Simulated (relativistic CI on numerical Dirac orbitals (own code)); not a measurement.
# Transition arrays of Dy²¹⁺

Method of calculation: Dirac-Coulomb-Breit CI, orbitals from a KLI potential per configuration, a model potential for QED, valence Slater integrals scaled by 0.9, whole transition arrays (own radial code, finite nucleus).

Configuration list (outside the closed core [Ar] 3d10 4s2): 4p⁶4d⁹, 4p⁶4d⁸4f, 4p⁵4d¹⁰, 4p⁶4d⁸5p, 4p⁶4d⁸5f. Levels of other configurations are missing.

All E1 lines from the levels of 4p⁶4d⁹; mean and standard deviation are weighted by gf, and upper levels are sorted by their leading configuration.

```csv
Upper configuration,Lines,Σgf,Mean (eV),Mean (nm),σ (eV),Strongest line (nm)
4p⁶4d⁸4f,81,71.1,197.02,6.293,3.87,6.250
4p⁵4d¹⁰,3,5.8,203.14,6.103,13.90,6.015
4p⁶4d⁸5p,60,8.7,269.40,4.602,4.14,4.615
4p⁶4d⁸5f,81,12.0,392.33,3.160,4.35,3.187
```

Σgf per state of the lower configuration in bins of 0.1 nm over the central range (centre: value): 3.15: 1.01, 3.25: 0.18, 4.45: 0.08, 4.55: 0.32, 4.65: 0.42, 6.05: 0.56, 6.25: 4.66, 6.35: 2.36.

How do configuration mixing and the scaling of the Slater integrals move the arrays?

Slater scale 0.9, no configuration mixing: 4p⁶4d⁸4f 195.7 ± 5.4 eV (Σgf 69.1), 4p⁵4d¹⁰ 162.9 ± 17.0 eV (Σgf 4.4), 4p⁶4d⁸5p 269.7 ± 4.1 eV (Σgf 10.3), 4p⁶4d⁸5f 392.2 ± 4.4 eV (Σgf 13.2); Slater scale 1: 4p⁶4d⁸4f 201.6 ± 4.4 eV (Σgf 78.4), 4p⁵4d¹⁰ 137.0 ± 2.6 eV (Σgf 0.2), 4p⁶4d⁸5p 269.5 ± 4.3 eV (Σgf 8.4), 4p⁶4d⁸5f 392.4 ± 4.5 eV (Σgf 12.0); Slater scale 0.8: 4p⁶4d⁸4f 193.1 ± 3.9 eV (Σgf 69.6), 4p⁵4d¹⁰ 199.3 ± 13.7 eV (Σgf 5.6), 4p⁶4d⁸5p 269.3 ± 4.0 eV (Σgf 8.9), 4p⁶4d⁸5f 392.2 ± 4.2 eV (Σgf 12.0). With mixing, levels are counted to their leading configuration, so an array can shrink or vanish into another, and the sums then hold other lines.
